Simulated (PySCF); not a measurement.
Members of one series of related molecules.

All values: CAM-B3LYP/def2-SVPD (PySCF) at GFN2-xTB geometries, gas phase, one conformer each. Core orbitals are frozen in the response; Δα² is half the sum of the squared differences of the principal polarisabilities.

(1) Rank by HOMO energy, lowest first.
A. `CCC[Si@H](Cl)SC`
B. `CS[SiH](Cl)SC`
C. `C([Si@H](SC)Cl)(Cl)Cl`

(2) Rank by HOMO–LUMO gap, lowest first.
A. `CCC[Si@H](Cl)SC`
B. `C=CC[Si@@H](Cl)SC`
C. `CS[SiH](Cl)SC`
D. `C#C[Si@H](Cl)SC`

(3) Rank by polarisability anisotropy Δα, highest first.
A. `[CH3:1][C:2]#[C:3][Si@@H:4]([Cl:5])[S:6][CH3:7]` with C3–Si4–S6–C7 56°
B. `[CH3:1][S:2][SiH:3]([Cl:4])[S:5][CH3:6]` with C1–S2–Si3–Cl4 48°, S2–Si3–S5–C6 40°
C. `[CH:1]#[C:2][Si@H:3]([Cl:4])[S:5][CH3:6]` with C2–Si3–S5–C6 -56°
D. `[CH3:1][S:2][Si@@H:3]([Cl:4])[CH:5]1[CH2:6][CH2:7]1` with C1–S2–Si3–Cl4 50°, S2–Si3–C5–C6 166°
E. `[CH2:1]=[CH:2][CH2:3][Si@@H:4]([Cl:5])[S:6][CH3:7]` with C1–C2–C3–Si4 -109°, C2–C3–Si4–Cl5 179°, C3–Si4–S6–C7 -168°

Answers

(1) C (-8.69 eV), B (-8.38 eV), A (-8.26 eV).

(2) D (8.58 eV), C (8.84 eV), B (9.02 eV), A (9.17 eV).

(3) E (6.13 Å³), A (5.84 Å³), B (5.40 Å³), D (5.01 Å³), C (4.19 Å³).

All values together:

```json
{"SMILES": "CCC[Si@H](Cl)SC", "formula": "C4H11ClSSi", "μ (D)": "0.93", "HOMO (eV)": "-8.26", "LUMO (eV)": "0.91", "α (Å³)": "16.20", "Δα (Å³)": "5.76", "electrons": "82", "α per electron (Å³)": "0.198"}
{"SMILES": "C=CC[Si@@H](Cl)SC", "formula": "C4H9ClSSi", "μ (D)": "0.59", "HOMO (eV)": "-8.31", "LUMO (eV)": "0.71", "α (Å³)": "16.21", "Δα (Å³)": "6.13", "electrons": "80", "α per electron (Å³)": "0.203"}
{"SMILES": "CS[SiH](Cl)SC", "formula": "C2H7ClS2Si", "μ (D)": "2.01", "HOMO (eV)": "-8.38", "LUMO (eV)": "0.46", "α (Å³)": "15.58", "Δα (Å³)": "5.40", "electrons": "82", "α per electron (Å³)": "0.190"}
{"SMILES": "C#C[Si@H](Cl)SC", "formula": "C3H5ClSSi", "μ (D)": "2.66", "HOMO (eV)": "-8.40", "LUMO (eV)": "0.18", "α (Å³)": "13.70", "Δα (Å³)": "4.19", "electrons": "70", "α per electron (Å³)": "0.196"}
{"SMILES": "CC#C[Si@@H](Cl)SC", "formula": "C4H7ClSSi", "μ (D)": "3.64", "HOMO (eV)": "-8.21", "LUMO (eV)": "0.44", "α (Å³)": "15.93", "Δα (Å³)": "5.84", "electrons": "78", "α per electron (Å³)": "0.204"}
{"SMILES": "CS[Si@H](Cl)C(Cl)Cl", "formula": "C2H5Cl3SSi", "μ (D)": "2.34", "HOMO (eV)": "-8.69", "LUMO (eV)": "0.36", "α (Å³)": "16.43", "Δα (Å³)": "5.81", "electrons": "98", "α per electron (Å³)": "0.168"}
{"SMILES": "CS[Si@@H](Cl)C1CC1", "formula": "C4H9ClSSi", "μ (D)": "0.77", "HOMO (eV)": "-8.27", "LUMO (eV)": "0.87", "α (Å³)": "15.46", "Δα (Å³)": "5.01", "electrons": "80", "α per electron (Å³)": "0.193"}
```

Conformers: `[CH3:1][CH2:2][CH2:3][Si@H:4]([Cl:5])[S:6][CH3:7]` with C1–C2–C3–Si4 -178°, C2–C3–Si4–Cl5 -64°, C3–Si4–S6–C7 173°; `[CH2:1]=[CH:2][CH2:3][Si@@H:4]([Cl:5])[S:6][CH3:7]` with C1–C2–C3–Si4 -109°, C2–C3–Si4–Cl5 179°, C3–Si4–S6–C7 -168°; `[CH3:1][S:2][SiH:3]([Cl:4])[S:5][CH3:6]` with C1–S2–Si3–Cl4 48°, S2–Si3–S5–C6 40°; `[CH:1]#[C:2][Si@H:3]([Cl:4])[S:5][CH3:6]` with C2–Si3–S5–C6 -56°; `[CH3:1][C:2]#[C:3][Si@@H:4]([Cl:5])[S:6][CH3:7]` with C3–Si4–S6–C7 56°; `[CH3:1][S:2][Si@H:3]([Cl:4])[CH:5]([Cl:6])[Cl:7]` with C1–S2–Si3–Cl4 -49°, S2–Si3–C5–Cl6 -66°; `[CH3:1][S:2][Si@@H:3]([Cl:4])[CH:5]1[CH2:6][CH2:7]1` with C1–S2–Si3–Cl4 50°, S2–Si3–C5–C6 166°.

How closely does the mean polarisability follow the number of electrons in this set?

The correlation coefficient is 0.73; α per electron runs from 0.168 to 0.204 Å³.
